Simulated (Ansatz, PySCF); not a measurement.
F4Ge, SMILES [F][Ge-]([F])([F])[F] (connectivity only; charge and spin as stated), charge -1, multiplicity 2. Atoms are numbered in the order given.

```xyz
5

Ge    -0.1817    -0.1719    -0.1743
F      0.8646     0.8405     0.8743
F      1.2784    -0.9994    -0.9834
F     -0.9705     1.3163    -0.9729
F     -1.0053    -0.9883     1.2836
```
Charge -1, spin multiplicity 2.

Geometry: B3LYP-D3(BJ)/def2-SVPD.

Two levels are set side by side: PBE-D3(BJ)/def2-SVPD (Ansatz, a program for electronic structure) and B3LYP-D3(BJ)/def2-SVPD (Ansatz). Each level has its own optimised geometry; the coordinates shown are those of the second. Frequencies come from the Hessian of PySCF at each geometry. Differences are taken from unrounded values.

| quantity | B3LYP-D3(BJ) | PBE-D3(BJ) | PBE-D3(BJ) minus B3LYP-D3(BJ) |
|---|---|---|---|
| mean bond length (Å) | 1.846 | 1.866 | 0.020 |
| bond Ge1–F2 (Å) | 1.794 | 1.813 | 0.019 |
| bond Ge1–F3 (Å) | 1.863 | 1.883 | 0.020 |
| bond Ge1–F4 (Å) | 1.864 | 1.883 | 0.019 |
| bond Ge1–F5 (Å) | 1.863 | 1.883 | 0.021 |
| highest harmonic wavenumber (cm⁻¹) | 601 | 573 | -28 |
| mean harmonic wavenumber (cm⁻¹) | 315 | 299 | -15 |
| zero-point energy (kcal/mol) | 4.05 | 3.85 | -0.20 |

Exact exchange shortens and stiffens bonds; PBE has none. Differences between two approximate levels are no errors against the true value.
